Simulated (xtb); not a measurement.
C₂H₆OZn, charge +1, doublet, geometry from GFN2-xTB of the parent state (such geometries of metal compounds can be far from the true shape) (a state made from the parent by changing its charge; the spin is typed, not shown lowest); GFN0-xTB (xtb 6.7.1).

Here is a job for xtb.
```
$ xtb mol.xyz --gfn 0 --chrg 1 --uhf 1 --json

# file mol.xyz
10

Zn     0.51336456     0.04268395     0.35947764
C     -0.18985124    -1.05497978    -1.17737509
C     -1.57289452    -0.53229609    -1.54371968
H     -0.25714403    -2.10520493    -0.90394124
H      0.46664509    -0.98835194    -2.04136197
H     -1.53274000     0.50864029    -1.85911762
H     -2.26093044    -0.60806788    -0.70373102
H     -1.98257239    -1.11857733    -2.36859514
O      0.03734617     1.34267470     1.41084832
H      0.44351018     1.81330083     2.13219997
```

What the program printed (banner, timings and long lists left out):

```
   ID    Z sym.   atoms
    1   30 Zn     1
    2    6 C      2, 3
    3    1 H      4-8, 10
    4    8 O      9

           -------------------------------------------------
          |                Calculation Setup                |
           -------------------------------------------------

           -------------------------------------------------
          |                 G F N 0 - x T B                 |
           -------------------------------------------------

          ...................................................
          :                      SETUP                      :
          :.................................................:
          :  # basis functions                  28          :
          :  # atomic orbitals                  28          :
          :  # shells                           20          :
          :  # electrons                        21          :
          :  electronic temp.          300.0000000     K    :
          :  accuracy                    1.0000000          :
          :  -> integral cutoff          0.2500000E+02      :
          :  -> integral neglect         0.1000000E-07      :
          ...................................................

         :::::::::::::::::::::::::::::::::::::::::::::::::::::
         ::                     SUMMARY                     ::
         :::::::::::::::::::::::::::::::::::::::::::::::::::::
         :: total energy              -9.849658643152 Eh    ::
         :: gradient norm              0.043603132024 Eh/a0 ::
         :: HOMO-LUMO gap              4.082654442025 eV    ::
         ::.................................................::
         :: H0 energy                -11.325447971572 Eh    ::
         :: repulsion energy           0.136263818023 Eh    ::
         :: electrostat energy         1.341107666843 Eh    ::
         :: -> Gsolv                   0.000000000000 Eh    ::
         ::    -> Gsasa                0.000000000000 Eh    ::
         ::    -> Gshift               0.000000000000 Eh    ::
         :: dispersion energy         -0.001582156445 Eh    ::
         :: short-range corr.         -0.000000000000 Eh    ::
         :: add. restraining           0.000000000000 Eh    ::
         :: total charge               1.000000000000 e     ::
         :::::::::::::::::::::::::::::::::::::::::::::::::::::

           -------------------------------------------------
          |                Property Printout                |
           -------------------------------------------------

    * Orbital Energies and Occupations

         #    Occupation            Energy/Eh            Energy/eV
      -------------------------------------------------------------
         1        2.0000           -0.6999825             -19.0475
         2        2.0000           -0.6336094             -17.2414
         3        2.0000           -0.6054562             -16.4753
         4        2.0000           -0.5545070             -15.0889
         5        2.0000           -0.5402164             -14.7000
         6        2.0000           -0.5315932             -14.4654
         7        2.0000           -0.5073692             -13.8062
         8        2.0000           -0.5001673             -13.6102
         9        2.0000           -0.4448262             -12.1043
        10        1.9999           -0.4362054             -11.8698
        11        1.0001           -0.4175822             -11.3630 (HOMO)
        12                         -0.2675474              -7.2803 (LUMO)
        13                         -0.1714931              -4.6666
        14                         -0.1513101              -4.1174
        15                         -0.1383655              -3.7651
        16                         -0.1171180              -3.1869
        17                         -0.0956761              -2.6035
        18                         -0.0731941              -1.9917
        19                         -0.0056225              -0.1530
        20                          0.0554799               1.5097
        21                          0.0882254               2.4007
        22                          0.1753432               4.7713
       ...                                ...                  ...
        28                          0.7972932              21.6955
      -------------------------------------------------------------
                  HL-Gap            0.1500348 Eh            4.0827 eV
             Fermi-level            0.0000000 Eh            0.0000 eV

     #   Z          covCN         q      C6AA      α(0)
     1  30 Zn       1.594    -0.131   121.528    21.638
     2   6 C        3.654     0.109    21.302     6.700
     3   6 C        3.776    -0.457    34.435     8.462
     4   1 H        0.925     0.187     1.169     1.691
     5   1 H        0.925     0.187     1.168     1.690
     6   1 H        0.925     0.289     0.741     1.346
     7   1 H        0.925     0.289     0.741     1.346
     8   1 H        0.924     0.270     0.803     1.402
     9   8 O        1.543    -0.127    16.187     5.438
    10   1 H        0.806     0.383     0.516     1.128

 Mol. C6AA /au·bohr⁶  :        944.537238
 Mol. C8AA /au·bohr⁸  :      35714.044220
 Mol. α(0) /au        :         50.840084

Wiberg/Mayer (AO) data.
largest (>0.10) Wiberg bond orders for each atom

 ---------------------------------------------------------------------------
     #   Z sym  total        # sym  WBO       # sym  WBO       # sym  WBO
 ---------------------------------------------------------------------------
     1  30 Zn   1.528 --     9 O    0.831     2 C    0.495
     2   6 C    3.634 --     3 C    1.070     5 H    0.946     4 H    0.946
                             1 Zn   0.495     9 O    0.137
     3   6 C    3.971 --     2 C    1.070     6 H    0.958     7 H    0.956
                             8 H    0.926
     4   1 H    0.989 --     2 C    0.946
     5   1 H    0.989 --     2 C    0.946
     6   1 H    0.982 --     3 C    0.958
     7   1 H    0.982 --     3 C    0.956
     8   1 H    0.980 --     3 C    0.926
     9   8 O    1.951 --    10 H    0.956     1 Zn   0.831     2 C    0.137
    10   1 H    0.973 --     9 O    0.956
 ---------------------------------------------------------------------------

Topologies differ in total number of bonds
Writing topology from bond orders to xtbtopo.mol

 dipole moment from electron density (au)
     X       Y       Z
   1.0571  -1.3221  -0.7198  total (Debye):    4.675

           -------------------------------------------------
          | TOTAL ENERGY               -9.849658643152 Eh   |
          | GRADIENT NORM               0.043603132024 Eh/α |
          | HOMO-LUMO GAP               4.082654442025 eV   |
           -------------------------------------------------

normal termination of xtb
```
